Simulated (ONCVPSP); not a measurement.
**V: one change to an ONCV potential, before and after**

ONCVPSP 4.0.1 input, shortened (lines: element, Z, core and valence counts, functional; n l f; lmax; l rc ep ncon nbas qcut; lloc lpopt rc5 dvloc0; l nproj debl; icmod fcfact rcfact), PBEsol, scalar-relativistic:

```
  V 23.00    3    5  -116133      upf
    1    0    2.00
    2    0    2.00
    2    1    6.00
    3    0    2.00
    3    1    6.00
    3    2    3.00
    4    0    1.50
    4    1    0.50
    2
    0    1.80    0.00    4    7    6.70
    1    2.05    0.00    4    7    7.50
    2    1.65    0.00    4    9    8.90
    4    2    1.65    1.00
    0    3    3.10
    1    2    2.40
    2    2    0.70
    0    0.00    0.00
```

Change: s: qcut 4.4; p: qcut 4.9; d: qcut 5.8.

Cutoffs: the cutoffs (Ha) at which the residual kinetic energy of the hardest occupied pseudo-wave falls to 1 and 0.1 mHa per electron; they do not see the model core or the augmentation charge, which bear on the density cutoff. Errors are all-electron minus pseudo energies relative to the spin-unpolarised reference configuration.

Task: Predict the effect on cutoff, ghosts and configuration errors.

Result: The potential gets harder (32 Ha and 36 Ha → 107 Ha and 125 Ha); of the 4 tests that both files solve, the error grows in 2 and shrinks in 0 by more than 15 % and 0.3 meV (median size 0.2 → 0.5 meV); the range in which the d phases agree narrows (upper end at the end of the scan → 2.6); neither file shows a bound ghost.

| quantity | base | changed |
| --- | --- | --- |
| cutoff, loose | 32 Ha | 107 Ha |
| cutoff, tight | 36 Ha | 125 Ha |
| loose cutoff by channel | s 8.6 Ha, p 19 Ha, d 32 Ha | s 8.5 Ha, p 23 Ha, d 107 Ha |
| bound ghosts | none | none |
| GHOST(+) flags under 300 eV | none | none |
| error for 3s2 3p6 3d3 4s2 4p0, meV [ΔE -1.66 eV] | +0.1 | +0.1 |
| error for 3s2 3p6 3d3 4s1 4p0, meV [ΔE 6.09 eV] | -0.2 | 0.0 |
| error for 3s2 3p6 3d3 4s0 4p0, meV [ΔE 20.29 eV] | -0.3 | -1.0 |
| error for 3s2 3p6 3d3 4s0 4p2, meV [ΔE 5.21 eV] | -0.2 | -1.0 |
| s: phases at 1.83 bohr within 0.05 rad from the reference energy up to (Ha; the scan ends near 5) | to the end of the scan | to the end of the scan |
| p: phases at 2.08 bohr within 0.05 rad from the reference energy up to (Ha; the scan ends near 5) | to the end of the scan | 4.9 |
| d: phases at 1.68 bohr within 0.05 rad from the reference energy up to (Ha; the scan ends near 5) | to the end of the scan | 2.6 |
